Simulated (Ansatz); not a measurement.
Steps of a relaxation of `O[SiH]1[O][GeH2]1` with RKS PBE0-D4/def2-TZVP.

```sh
$ ansatz run in.yaml --threads 4 --pin off --events-out ev --progress --plain --max-ram 10444MiB
```

```yaml
crystal:
  periodic: [false, false, false]
  atoms:
    - {symbol: O, position_ang: [-1.791751, 0.763117, -0.668586]}
    - {symbol: Si, position_ang: [-0.143385, 0.585819, -0.500611]}
    - {symbol: O, position_ang: [0.430758, 0.712974, 1.055467]}
    - {symbol: Ge, position_ang: [0.795533, -1.169684, 0.646078]}
    - {symbol: H, position_ang: [-2.090278, 1.125210, -1.521301]}
    - {symbol: H, position_ang: [0.557772, 1.334428, -1.599974]}
    - {symbol: H, position_ang: [2.323617, -1.397238, 0.841982]}
    - {symbol: H, position_ang: [0.009834, -2.011825, 1.691047]}
basis:
  gaussian: {orbitals: def2-TZVP}
hamiltonian: {xc: pbe0, dispersion: d4}
relax: {f_tol: 0.005, max_steps: 150}
```

Positions (Å) and forces (eV/Å) along the path, 9 of 9 steps:

```xyz
8
step=1 energy=-68544.0009 eV
O    -1.792    0.763   -0.669    0.844    0.148   -0.526
Si   -0.143    0.586   -0.501   -0.326    0.088    1.031
O     0.431    0.713    1.055   -0.323   -0.578   -1.325
Ge    0.796   -1.170    0.646   -0.079    0.587    0.259
H    -2.090    1.125   -1.521    0.217   -0.252    0.595
H     0.558    1.334   -1.600   -0.180   -0.157    0.260
H     2.324   -1.397    0.842   -0.282    0.029   -0.077
H     0.010   -2.012    1.691    0.130    0.135   -0.217
8
step=2 energy=-68544.0600 eV
O    -1.774    0.756   -0.665    0.566    0.011   -0.149
Si   -0.141    0.576   -0.492   -0.318    0.086    0.592
O     0.428    0.713    1.046   -0.156   -0.366   -0.715
Ge    0.789   -1.151    0.654   -0.060    0.339    0.076
H    -2.065    1.111   -1.512    0.022   -0.062    0.168
H     0.548    1.322   -1.580   -0.035   -0.029    0.061
H     2.304   -1.387    0.818   -0.051   -0.001   -0.005
H     0.004   -1.997    1.674    0.032    0.021   -0.029
8
step=3 energy=-68544.0783 eV
O    -1.760    0.752   -0.666    0.074    0.014   -0.056
Si   -0.147    0.571   -0.491   -0.062   -0.008    0.053
O     0.421    0.695    1.026    0.005    0.036   -0.008
Ge    0.784   -1.144    0.653    0.027   -0.053    0.007
H    -2.053    1.115   -1.504   -0.063    0.007    0.008
H     0.540    1.323   -1.570    0.017    0.010   -0.009
H     2.295   -1.382    0.819    0.018    0.003   -0.004
H     0.011   -1.989    1.677   -0.015   -0.008    0.009
8
step=4 energy=-68544.0788 eV
O    -1.760    0.755   -0.668    0.051    0.007   -0.053
Si   -0.149    0.569   -0.491   -0.029   -0.002    0.026
O     0.420    0.696    1.026    0.012    0.005    0.011
Ge    0.787   -1.146    0.655    0.000   -0.013   -0.007
H    -2.056    1.119   -1.505   -0.045    0.000    0.019
H     0.542    1.320   -1.569    0.009    0.000   -0.002
H     2.299   -1.380    0.819   -0.003    0.002    0.002
H     0.010   -1.991    1.678    0.005    0.002    0.004
8
step=5 energy=-68544.0793 eV
O    -1.760    0.756   -0.672    0.027    0.005   -0.036
Si   -0.150    0.569   -0.491    0.002   -0.007    0.006
O     0.418    0.694    1.026    0.007   -0.002    0.009
Ge    0.787   -1.148    0.654   -0.015    0.010   -0.007
H    -2.063    1.125   -1.504   -0.020   -0.005    0.021
H     0.546    1.317   -1.568   -0.004   -0.004    0.007
H     2.300   -1.378    0.818   -0.005    0.000    0.002
H     0.013   -1.992    1.681    0.008    0.003   -0.001
8
step=6 energy=-68544.0795 eV
O    -1.757    0.747   -0.680   -0.008    0.003   -0.003
Si   -0.148    0.568   -0.491   -0.006    0.001   -0.010
O     0.417    0.693    1.027    0.003    0.004   -0.001
Ge    0.784   -1.149    0.654    0.009    0.004    0.005
H    -2.068    1.132   -1.502    0.000   -0.001    0.006
H     0.549    1.319   -1.565    0.004   -0.005    0.006
H     2.298   -1.378    0.814    0.000   -0.003    0.004
H     0.017   -1.990    1.687   -0.002   -0.003   -0.006
8
step=7 energy=-68544.0795 eV
O    -1.758    0.748   -0.679    0.003    0.000    0.001
Si   -0.149    0.568   -0.492    0.002   -0.002   -0.007
O     0.418    0.695    1.026   -0.001   -0.003    0.005
Ge    0.786   -1.148    0.654    0.004    0.002    0.001
H    -2.070    1.132   -1.501   -0.002    0.001    0.000
H     0.551    1.317   -1.566   -0.003    0.001   -0.001
H     2.299   -1.378    0.818    0.000    0.000   -0.001
H     0.016   -1.991    1.683   -0.004    0.000    0.001
8
step=8 energy=-68544.0795 eV
O    -1.757    0.746   -0.678    0.001   -0.001    0.000
Si   -0.147    0.567   -0.493   -0.003    0.002    0.001
O     0.419    0.695    1.024    0.002   -0.005    0.000
Ge    0.787   -1.147    0.654    0.000    0.006    0.001
H    -2.071    1.133   -1.497    0.000    0.000   -0.001
H     0.549    1.318   -1.568    0.001   -0.001   -0.001
H     2.299   -1.379    0.822   -0.001    0.000   -0.002
H     0.013   -1.990    1.681    0.000   -0.001    0.001
8
step=9 energy=-68544.0795 eV
O    -1.757    0.746   -0.679    0.001    0.001    0.000
Si   -0.148    0.568   -0.493    0.000   -0.004   -0.001
O     0.419    0.695    1.025    0.001    0.000    0.001
Ge    0.787   -1.147    0.654   -0.001    0.001   -0.002
H    -2.071    1.132   -1.498    0.000    0.000    0.000
H     0.550    1.318   -1.567    0.000    0.001    0.000
H     2.299   -1.379    0.820    0.000    0.000    0.001
H     0.013   -1.990    1.682    0.001    0.000    0.000
```

Hardware: 4 threads of an Arm Neoverse V1 on a shared host. Wall time 24 s, peak host memory 0.43 GiB.
